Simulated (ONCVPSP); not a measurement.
## What one change does to a pseudopotential (ytterbium, ONCV)

```json
{
 "Element": "ytterbium",
 "Generator": "ONCVPSP 4.0.1",
 "Type": "optimised norm-conserving Vanderbilt (ONCV)",
 "Functional": "PBE",
 "Relativity": "scalar-relativistic",
 "Frozen core": "[Kr] 4d10 4f13",
 "Valence charge": "11",
 "Reference configuration": "5s2 5p6 5d1 6s2",
 "Partial waves": "5s+6s: rc 1.75 bohr, ncon 3, nbas 7, qcut 7.9 1/bohr, 2 projectors; 5p: rc 2.25 bohr, ncon 4, nbas 7, qcut 6.1 1/bohr, 2 projectors, debl 0.3 Ha; 5d: rc 3.10 bohr, ncon 4, nbas 8, qcut 4.7 1/bohr, 2 projectors, debl 3.6 Ha",
 "Local potential": "polynomial inside 1.45 bohr (lpopt 5, dvloc0 3 Ha)",
 "Core correction": "none"
}
```

In the p channel the program set the typed energies aside and used -1.140, 0.250 Ha.

Change: all radii scaled by about 1.03 (s 1.80, p 2.32, d 3.20 bohr); local potential polynomial inside 1.50 bohr (lpopt 5, dvloc0 3 Ha).

Cutoffs: the cutoffs (Ha) at which the residual kinetic energy of the hardest occupied pseudo-wave falls to 1 and 0.1 mHa per electron; they do not see the model core or the augmentation charge, which bear on the density cutoff. Errors are all-electron minus pseudo energies relative to the spin-unpolarised reference configuration.

How do hardness, ghosts and transferability respond?

The potential gets neither clearly harder nor softer (20 Ha and 24 Ha → 20 Ha and 23 Ha); the errors of the 3 common tests hardly move; neither file shows a bound ghost.

```tsv
quantity	base	changed
cutoff, loose	20 Ha	20 Ha
cutoff, tight	24 Ha	23 Ha
loose cutoff by channel	s 20 Ha, p 9.5 Ha, d 7.6 Ha	s 20 Ha, p 9.7 Ha, d 7.4 Ha
bound ghosts	none	none
GHOST(+) flags under 300 eV	s at 287.2 eV	none
tests counted as reliable (solved cleanly; for ONCVPSP, near-neutral configurations with less than one 5d electron left out)	3 of 4	3 of 4
error for 5s2 5p6 5d1 6s1, meV [ΔE 7.26 eV]	+2.3	+2.2
error for 5s2 5p6 5d1 6s0, meV [ΔE 20.36 eV]	+24	+22
error for 5s1 5p6 5d1 6s2, meV [ΔE 65.30 eV]	-482	-501
```
